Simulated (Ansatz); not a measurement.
C3H7BFN, SMILES `BC(F)CN=C`. The species carries charge 0 and has multiplicity 1. Geometry: relaxed with PBE0-D4/def2-TZVP. It is one conformer, not always the lowest.

```xyz
13

B     1.672    1.463    0.391
C     0.408    0.651    0.788
F    -0.385    1.278    1.738
C    -0.466    0.168   -0.361
N    -1.352   -0.890    0.058
C    -1.372   -1.941   -0.632
H     1.957    2.476    0.952
H     2.393    1.010   -0.449
H     0.833   -0.252    1.274
H    -1.081    1.014   -0.684
H     0.175   -0.131   -1.205
H    -0.754   -2.087   -1.530
H    -2.029   -2.759   -0.339
```

Question: What is the dipole moment at r2SCAN/def2-TZVPP? (An estimate is asked.)

Answer: Ansatz gave: 2.93 D, with components (1.25, -1.33, -2.29) D in this frame, pointing from negative to positive charge.

Question: And with PBE, B3LYP, ωB97M-V? (Best estimate.)

Answer: Computed: PBE 2.79 D, B3LYP 3.04 D, ωB97M-V 3.09 D.

Question: Give the Mulliken charges with r2SCAN, B3LYP, ωB97M-V in def2-TZVPP. (Best estimate.)

Answer: Ansatz gave: 
| atom | r2SCAN | B3LYP | ωB97M-V |
| --- | --- | --- | --- |
| B1 | -0.07 | -0.15 | -0.23 |
| C2 | 0.27 | 0.25 | 0.21 |
| F3 | -0.24 | -0.25 | -0.23 |
| C4 | 0.05 | -0.03 | -0.11 |
| N5 | -0.25 | -0.19 | -0.20 |
| C6 | 0.00 | -0.11 | -0.09 |
| H7 | 0.03 | 0.06 | 0.10 |
| H8 | 0.01 | 0.04 | 0.09 |
| H9 | 0.01 | 0.05 | 0.07 |
| H10 | 0.06 | 0.09 | 0.12 |
| H11 | 0.03 | 0.05 | 0.09 |
| H12 | 0.04 | 0.06 | 0.07 |
| H13 | 0.08 | 0.12 | 0.12 |

B3LYP here is the variant with VWN-RPA as its local correlation; programs differ in this.
